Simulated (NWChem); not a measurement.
Species: C2H8N cation; SMILES C[NH2+]C

```xyz
11

C     -1.2541     0.0000     0.2787
N      0.0000     0.0000    -0.5237
C      1.2541     0.0000     0.2787
H     -2.1167     0.0000    -0.3991
H     -1.2705    -0.8979     0.9087
H     -1.2705     0.8979     0.9087
H      0.0000     0.8154    -1.1504
H      0.0000    -0.8154    -1.1504
H      2.1167     0.0000    -0.3991
H      1.2705     0.8979     0.9087
H      1.2705    -0.8979     0.9087
```
Atoms are numbered in this order, from 1.

Results from NWChem. Pople sets run with spherical d functions. Coordinates come from a PBE0/def2-SVP optimisation. GIAO values for the isolated, static molecule; σ is the absolute isotropic shielding, δ = σ(reference) − σ with the isolated reference molecule computed at the same levels (13C: tetramethylsilane, 1H: tetramethylsilane, 15N: ammonia).

**Question.** Estimate the computed values for B3LYP/6-311G**. Quantities: δ C1 (ppm); δ N2 (ppm); δ H4 (rotor mean) (ppm); δ H7 (ppm).

**Answer.** 
```
Property                 Value
-----------------------  -----
δ C1 (ppm)                39.6
δ N2 (ppm)                62.5
δ H4 (rotor mean) (ppm)   3.26
δ H7 (ppm)                4.25
```
